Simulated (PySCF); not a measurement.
# Polarisability and C₆ of C⁻ (carbon, charge -1)

[He] 2s2 2p3, high-spin 4S determinant. Calculation: PySCF 2.14, in aug-cc-pVTZ; the non-relativistic Hamiltonian (point nucleus). Coupled (time-dependent) response in atomic units; α is the mean over directions.

```json
{"method": "UHF", "mean α (bohr³)": "36.74", "C₆ (like pair)": "257.5", "S(−4)": "919.6"}
{"method": "wB97M-V", "mean α (bohr³)": "46.43", "C₆ (like pair)": "349.3", "S(−4)": "1727"}
```

S(−4) is the Cauchy moment in α(ω) = α(0) + S(−4) ω² + …

α(iu) at wB97M-V:

```json
{"u (hartree)": "0", "α(iu) (bohr³)": "46.43"}
{"u (hartree)": "0.0500", "α(iu) (bohr³)": "42.69"}
{"u (hartree)": "0.100", "α(iu) (bohr³)": "35.56"}
{"u (hartree)": "0.200", "α(iu) (bohr³)": "24.25"}
{"u (hartree)": "0.300", "α(iu) (bohr³)": "17.24"}
{"u (hartree)": "0.500", "α(iu) (bohr³)": "9.582"}
{"u (hartree)": "0.750", "α(iu) (bohr³)": "5.362"}
{"u (hartree)": "1.00", "α(iu) (bohr³)": "3.402"}
{"u (hartree)": "1.50", "α(iu) (bohr³)": "1.723"}
{"u (hartree)": "2.00", "α(iu) (bohr³)": "1.043"}
{"u (hartree)": "3.00", "α(iu) (bohr³)": "0.5058"}
{"u (hartree)": "5.00", "α(iu) (bohr³)": "0.1986"}
```

For an ion, C₆ is the dispersion term alone; charge-induced terms of lower order in 1/R come first.
